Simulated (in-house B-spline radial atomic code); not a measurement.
Configurations of Sb³⁺, with energies counted from [Kr] 4d10 5s2. Level of theory: Dirac-Hartree-Fock, average of configuration, Fermi nucleus of rms radius 4.6802 fm; calculated with an all-electron radial atomic-structure program (B-spline basis). Energies include first-order Breit, QED and recoil terms.

Occupations are held fixed; configurations that lie above the ionisation limit could autoionise.

```json
{"configuration": "[Kr] 4d10 4f1 5s1", "E - E(ref) (eV)": "26.958", "highest orbital": "4f5/2", "its <r> (bohr)": "3.744"}
{"configuration": "[Kr] 4d10 5s1 6f1", "E - E(ref) (eV)": "35.004", "highest orbital": "6f5/2", "its <r> (bohr)": "10.53"}
{"configuration": "[Kr] 4d10 5s1 7f1", "E - E(ref) (eV)": "36.79", "highest orbital": "7f5/2", "its <r> (bohr)": "15.13"}
{"configuration": "[Kr] 4d10 5s1 9f1", "E - E(ref) (eV)": "38.738", "highest orbital": "9f5/2", "its <r> (bohr)": "26.6"}
{"configuration": "[Kr] 4d9 4f1 5s2", "E - E(ref) (eV)": "55.702", "highest orbital": "4f5/2", "its <r> (bohr)": "3.379"}
{"configuration": "[Kr] 4d9 5s2 8f1", "E - E(ref) (eV)": "67.188", "highest orbital": "8f5/2", "its <r> (bohr)": "19.89"}
{"configuration": "[Ar] 3d10 4s2 4p5 4d10 5s2 6d1", "E - E(ref) (eV)": "137.56", "highest orbital": "6d5/2", "its <r> (bohr)": "6.167"}
{"configuration": "[Ar] 3d10 4s2 4p5 4d10 5s2 8s1", "E - E(ref) (eV)": "141.92", "highest orbital": "8s1/2", "its <r> (bohr)": "10.69"}
{"configuration": "[Ar] 3d10 4s2 4p5 4d10 5s2 7g1", "E - E(ref) (eV)": "145.15", "highest orbital": "7g7/2", "its <r> (bohr)": "15.79"}
{"configuration": "[Ar] 3d9 4s2 4p6 4d10 5s2 7s1", "E - E(ref) (eV)": "560.4", "highest orbital": "7s1/2", "its <r> (bohr)": "7.03"}
{"configuration": "[Ar] 3d9 4s2 4p6 4d10 5s2 8p1", "E - E(ref) (eV)": "565.31", "highest orbital": "8p3/2", "its <r> (bohr)": "11.79"}
{"configuration": "[Ar] 3d9 4s2 4p6 4d10 5s2 8f1", "E - E(ref) (eV)": "568.36", "highest orbital": "8f7/2", "its <r> (bohr)": "19.72"}
```

Order these further configurations by energy, lowest first.
A. [Ar] 3d9 4s2 4p6 4d10 5s2 9f1
B. [Kr] 4d9 5s2 7p1
C. [Ar] 3d10 4s2 4p5 4d10 5s2 7d1
D. [Kr] 4d10 5s1 7g1
E. [Kr] 4d10 5s1 9d1

D (37.17 eV), E (37.57 eV), B (60.837 eV), C (141.77 eV), A (569.19 eV).

How far above the reference does [Ar] 3d9 4s2 4p6 4d10 5s2 7p1 lie?

561.98 eV; its least bound orbital is 7p3/2 with <r> = 7.913 bohr.

How far above the reference does [Ar] 3d9 4s2 4p6 4d10 5s2 7f1 lie?

567.14 eV; its least bound orbital is 7f5/2 with <r> = 14.44 bohr.

How far above the reference does [Ar] 3d10 4s2 4p5 4d10 5s2 6g1 lie?

143.54 eV; its least bound orbital is 6g7/2 with <r> = 10.94 bohr.

One of these lies 144.1 eV from the reference. Which?
A. [Kr] 4d9 5s2 6g1
B. [Ar] 3d10 4s2 4p5 4d10 5s2 8d1
C. [Kr] 4d9 5s2 5f1
D. [Kr] 4d9 5s2 8p1

B.
